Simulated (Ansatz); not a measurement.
H₂B (SMILES [BH2]), doublet, at a GFN2-xTB geometry. Base run: Ansatz (a quantum-chemistry and plane-wave program) with HF/def2-SV(P).

Input for Ansatz:
Ansatz 0.2 input:
```yaml
crystal:
  periodic: [false, false, false]
  atoms:
    - {symbol: B, position_ang: [0.00271313, 0.14407631, 0.00733080]}
    - {symbol: H, position_ang: [-1.04992817, -0.34152947, 0.00097932]}
    - {symbol: H, position_ang: [1.03636254, -0.37885211, -0.03763330]}
basis:
  gaussian:
    orbitals: def2-SV_P_.json
hamiltonian:
  xc: hf
magnetization: {spin_polarized: true, initial_magnetization: 1}
```
The basis file holds def2-SV(P) in the JSON format of the Basis Set Exchange.

Variants of this job, named by their change:

| change | ΔE vs base (µEh) |
|---|---|
| base | 0.0 |
| point_charge = charge:0.5 position_ang:-2.6086, 1.944, 2.2508 | -1487 |
| lower_state_search = light | 0.0 |
| point_charge = charge:-1.0 position_ang:2.0128, 0.5964, 3.4212 | -4420 |
| fitting.mean_field = def2-universal-JKFIT | -2.9 |
| accuracy = high | 0.5 |
| point_charge = charge:1.0 position_ang:2.1578, -3.6171, 0.2289 | -1643 |
| fitting.mean_field = cc-pVTZ-JKFIT | -2.2 |
| lower_state_search = full | 0.0 |
| nuclear_model = gaussian | 1.4 |
| lower_state_search = off | 0.0 |
